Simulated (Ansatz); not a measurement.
(4-methoxyphenyl)phenyliodonium mesylate (C₁₄H₁₅IO₄S). The state is a triplet with charge 0. Geometry PBE-D4/def2-SVP, that of the neutral singlet; atoms count from 1.

```xyz
35

C    -0.938    3.994   -0.217
O     0.262    3.692   -0.943
C     1.025    2.686   -0.483
C     0.791    2.041    0.749
C     1.532    0.909    1.098
C     2.517    0.466    0.211
I     3.207   -1.517    0.521
C     1.562   -2.463   -0.551
C     1.871   -3.291   -1.635
C     0.785   -3.787   -2.378
C    -0.530   -3.419   -2.045
C    -0.781   -2.573   -0.955
C     0.279   -2.091   -0.162
C     2.825    1.119   -0.997
C     2.086    2.256   -1.324
H    -0.704    4.478    0.755
H    -1.531    3.077   -0.017
H    -1.506    4.697   -0.852
H    -0.055    2.301    1.410
H     1.222    0.355    1.998
H     2.905   -3.540   -1.914
H     0.981   -4.445   -3.238
H    -1.368   -3.790   -2.655
H    -1.790   -2.223   -0.689
H     0.036   -1.456    0.719
H     3.600    0.745   -1.680
H     2.269    2.795   -2.264
C    -3.320   -0.474    2.605
S    -1.853    0.212    1.786
O    -1.815    1.654    2.219
O    -0.699   -0.619    2.332
O    -2.063    0.019    0.310
H    -4.203    0.087    2.248
H    -3.403   -1.544    2.340
H    -3.195   -0.351    3.696
```

In the def2 sets I takes a core potential; there is no spin–orbit coupling. Single mean-field runs in def2-TZVP are fitted with def2-universal-jkfit. In the triplet geometry the species has come apart into loosely held pieces. At PBE0-D4/def2-TZVP a singlet of charge 0 lies 3.17 eV below the triplet at the same geometry.

Question: Estimate the Mulliken populations of the heavy atoms from the PBE0/def2-TZVP orbitals of Ansatz.

Answer: 
```csv
atom,charge (e),spin (α − β)
C1,-0.26,-0.01
O2,-0.15,0.19
C3,0.35,0.21
C4,-0.21,0.11
C5,-0.27,-0.05
C6,0.15,0.73
I7,0.07,0.52
C8,0.11,-0.01
C9,-0.20,0.02
C10,-0.10,-0.01
C11,-0.12,0.04
C12,-0.15,-0.02
C13,-0.12,0.05
C14,-0.19,-0.07
C15,-0.15,0.14
C28,-0.37,0.00
S29,0.85,-0.01
O30,-0.55,0.03
O31,-0.55,0.03
O32,-0.53,0.03
```
Mulliken values depend strongly on the basis.

Question: Where does the spin sit?

Answer: Summed by element: C 1.14, O 0.28, I 0.52, H 0.07, S -0.01, of 2 unpaired in all. Largest on single atoms: C6 0.73, I7 0.52, C3 0.21.

Question: And the Mayer bond orders between heavy atoms (over 0.3)?

Answer: C1–O2 0.88 (1.43 Å); O2–C3 1.28 (1.34 Å); C3–C4 1.20 (1.41 Å); C3–C15 1.21 (1.42 Å); C4–C5 1.52 (1.40 Å); C5–C6 1.26 (1.40 Å); C6–I7 0.52 (2.12 Å); C6–C14 1.24 (1.41 Å); I7–C8 0.92 (2.18 Å); C8–C9 1.36 (1.40 Å); C8–C13 1.38 (1.39 Å); C9–C10 1.42 (1.41 Å); C10–C11 1.39 (1.41 Å); C11–C12 1.43 (1.40 Å); C12–C13 1.43 (1.41 Å); C14–C15 1.56 (1.39 Å); C28–S29 0.90 (1.81 Å); S29–O30 1.62 (1.51 Å); S29–O31 1.56 (1.52 Å); S29–O32 1.66 (1.50 Å).
